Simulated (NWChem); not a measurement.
A series in which one site is exchanged, each optimised at PBE0/def2-SVP with NWChem, gas phase unless a solvent is named. For some, no frequency run checked for a minimum. def2 effective core potentials on Cd, Te; no spin-orbit coupling.

A: [CdH2] (CdH2; site = Cd)
B: [MgH2] (MgH$_{2}$; site = Mg)
C: [ZnH2] (ZnH₂; site = Zn)
D: [TeH2] (H$_{2}$Te; site = Te)

Values for A:

```
Quantity                                             Value
---------------------------------------------------  -----
dipole (D), PBE0/def2-SVP                             0.00
orbital gap (eV), PBE0/def2-SVP                       7.06
vertical ionisation energy, ΔSCF, PBE/def2-SVP (eV)  10.12
static polarisability, PBE0/def2-SVPD (bohr³)         34.7
lowest singlet excitation, PBE0/def2-SVPD, TDA (eV)   5.73
```

Problem. How do these values change for the other members?

Solution. 
```json
[
 {"change from A": "dipole (D), PBE0/def2-SVP", "B": "0.00", "C": "0.00", "D": "+0.35"},
 {"change from A": "orbital gap (eV), PBE0/def2-SVP", "B": "-0.38", "C": "+1.86", "D": "-1.19"},
 {"change from A": "vertical ionisation energy, ΔSCF, PBE/def2-SVP (eV)", "B": "-0.69", "C": "+0.19", "D": "-1.21"},
 {"change from A": "static polarisability, PBE0/def2-SVPD (bohr³)", "B": "-0.6", "C": "-5.9", "D": "+9.4"},
 {"change from A": "lowest singlet excitation, PBE0/def2-SVPD, TDA (eV)", "B": "-0.49", "C": "+0.13", "D": "-1.51"}
]
```
